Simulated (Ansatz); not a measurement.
Stepwise reaction of `[SH][In]([SH])[Cl]` with hydrogen chloride, as a gas-phase model of exchange steps in deposition or etching. ΔE in kJ/mol; ΔG adds harmonic PBE0-D4 terms to CCSD(T)/CBS, at 1 bar.

Computed with Ansatz on PBE0-D4/def2-TZVP structures; ΔE is electronic, products minus reactants. CCSD(T)/CBS adds triple-zeta CCSD(T) − MP2 to the extrapolated MP2 energy (def2 sets, frozen cores). This one scheme is used for every species. DFT in def2-TZVPP. B3LYP here is the variant with VWN-RPA as its local correlation; programs differ in this. Elements past krypton have def2 core potentials. For In outer-core shells are correlated without core-valence functions, which leaves a few kJ/mol of doubt a bond. One conformer a species, not always the lowest.

```json
{"step": "2", "reaction": "`[SH][In]([Cl])[Cl]` + HCl → `[Cl][In]([Cl])[Cl]` + H₂S", "PBE-D4": "-10.5", "B3LYP-D4": "-15.6", "ωB97M-V": "-16.8", "CCSD(T)/CBS": "-14.3", "ΔG(600 K)": "-9.8"}
```

Problem. Give the row of step 1, `[SH][In]([SH])[Cl]` + HCl → `[SH][In]([Cl])[Cl]` + H₂S. (An estimate is asked.)

Solution. The calculation gave: 
```tsv
step	reaction	PBE-D4	B3LYP-D4	ωB97M-V	CCSD(T)/CBS	ΔG(600 K)
1	`[SH][In]([SH])[Cl]` + HCl → `[SH][In]([Cl])[Cl]` + H₂S	-16.8	-22.0	-22.9	-20.1	-23.9
```

Problem. By hand: ΔE of the 2 steps together at CCSD(T)/CBS.

Solution. (-20.1) + (-14.3) = -34.4 kJ/mol, or -17.2 kJ/mol a step.

In ΔE each step is higher than the one before. All are downhill at CCSD(T)/CBS. ΔG lies between -23.9 and -9.8 kJ/mol a step. PBE-D4 differs from CCSD(T)/CBS by 3.3 to 3.8 kJ/mol a step. Isolated molecules leave out the surface, adducts and barriers. Largest T1 diagnostic: 0.013.
